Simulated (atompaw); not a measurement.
# lithium (Li): PAW (atompaw) pseudisation with LDA (PW92), scalar-relativistic reference atom.

```
Element                 : Li (Z = 3)
Generator               : atompaw 4.2.0.5
Type                    : PAW
Functional              : LDA (PW92)
Relativity              : scalar-relativistic
Frozen core             : [He]
Valence charge          : 1
Reference configuration : 2s0.5 2p0 (charge +0.5)
Partial waves           : 2s (bound): rc 3.00 bohr; 2s channel at 0.05 Ry: rc 2.25 bohr; 2p (bound, empty): rc 3.00 bohr; 2p channel at 1 Ry: rc 3.00 bohr
Local potential         : troulliermartins scheme with l = 2 at -0.5 Ry, radius 2.05 bohr
Core correction         : smooth core density matched at 2.00 bohr
Augmentation charge     : besselshape compensation charge, radius 2.95 bohr; PAW radius 3.00 bohr; waves and projectors: custom rrkj gramschmidtortho
```

Task: Estimate the cutoffs (Ry, on a coarse ladder) from which the occupation-weighted sum of valence levels, in a spherical-Bessel basis at the reference potential, stays within 10 and 1 mRy of its value at 400 Ry.

Result: 6 Ry and 6 Ry.

Task: What does a ghost test show?

Result: No extra level below or beside the all-electron valence levels (s, p, d, f tested).

Task: Is the overlap operator S = 1 + Σ q|β⟩⟨β| positive definite (Bessel basis up to 400 Ry)?

Result: Yes: its lowest eigenvalue is 0.56 (s channel).
